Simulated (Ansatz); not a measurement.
Basis-set extrapolation for `CCOBF` (PBE0-D4/def2-TZVP geometry, frozen core, Ansatz 0.2.0). Multiplicity 1, RHF reference.

|  | def2-TZVPP | def2-QZVPP |
| --- | --- | --- |
| HF | -278.442956 | -278.456197 |
| MP2 correlation | -0.930227 | -1.002064 |
| CCSD(T) correlation | -0.996953 | not run |

Energies in hartree. Use E(X) = E(∞) + A·exp(−7.88·√X) for Hartree–Fock and E(X) = E(∞) + B·X^(−2.97) for correlation, with X = 3 and 4, and add CCSD(T) minus MP2 of the smaller set to the MP2 limit.

Problem. What is the CCSD(T) energy at the basis-set limit?

Solution. HF limit: -278.456197 + (-0.013241) × 0.13774 = -278.45802. MP2 limit: -1.002064 + (-0.071837) × 0.74074 = -1.05528. Higher-order term: -0.996953 − (-0.930227) = -0.06673. Total: -279.58003 hartree, 367.9 kJ/mol below CCSD(T)/def2-TZVPP.
